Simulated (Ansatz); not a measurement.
Calculated with Ansatz (gas phase, PBE0-D4/def2-TZVP geometries, no zero-point term in ΔE). CBS: MP2 limit from def2 TZ/QZ plus the TZ coupled-cluster correction, frozen cores. This one scheme is used for every species, atoms too. DFT in def2-TZVPP. HSE06 is defined as in plane-wave codes. Open shells (•) are unrestricted, without spin–orbit coupling. Spin–orbit coupling would lower the free atoms: a little for B, Si. One conformer a species, not always the lowest.

`BP(N)[SiH3]` → B• + 7 H• + N• + P• + Si•  (atomization)

`BP(N)[SiH3]`:

Z-matrix (Å, degrees):
```
Si
P 1 2.241
H 1 1.487 2 108.7
H 1 1.484 2 108.0 3 119.1
H 1 1.489 2 112.5 3 -119.2
N 2 1.698 1 111.0 3 65.6
B 2 1.824 1 106.9 3 -171.5
H 6 1.008 2 118.3 1 54.5
H 6 1.007 2 115.4 1 -81.5
H 7 1.195 2 116.0 1 44.7
H 7 1.193 2 121.9 1 -142.1
```

CCSD(T)/CBS gives +3394.3 kJ/mol.

Another level gave +3404.9 kJ/mol. Which?
A. BLYP-D4/def2-TZVPP
B. r2SCAN0-D4/def2-TZVPP
C. r2SCAN/def2-TZVPP
D. HSE06/def2-TZVPP

C. r2SCAN 3404.9, r2SCAN0-D4 3369.5, BLYP-D4 3420.8, HSE06 3382.7 kJ/mol.

Largest T1 diagnostic among the species: 0.016.

From r2SCAN to r2SCAN0 (25 % exact exchange), in def2-TZVPP and without D4, ΔE moves by −42.3 kJ/mol: exact exchange takes away binding that semilocal exchange gives to molecules. The D4 term adds +39.1 kJ/mol with B3LYP and +20.5 kJ/mol with PBE0; it sums over pairs of atoms, weighted by their polarisabilities, and B3LYP, whose exchange is more repulsive, gets the larger term. At CCSD(T), def2-SVP lies −271.8 kJ/mol from the extrapolated value and def2-TZVPP −105.1 kJ/mol: correlation converges slowly with the basis, and small sets miss more of it in the bonded molecule than in its fragments.

B3LYP here is the variant with VWN-RPA as its local correlation; programs differ in this.

For atomizations the MP2-based limit and the directly extrapolated one differ by several kJ/mol either way, and by 10 to 25 for some Ge, Se and Sn compounds, so smaller differences from it don't rank the levels.
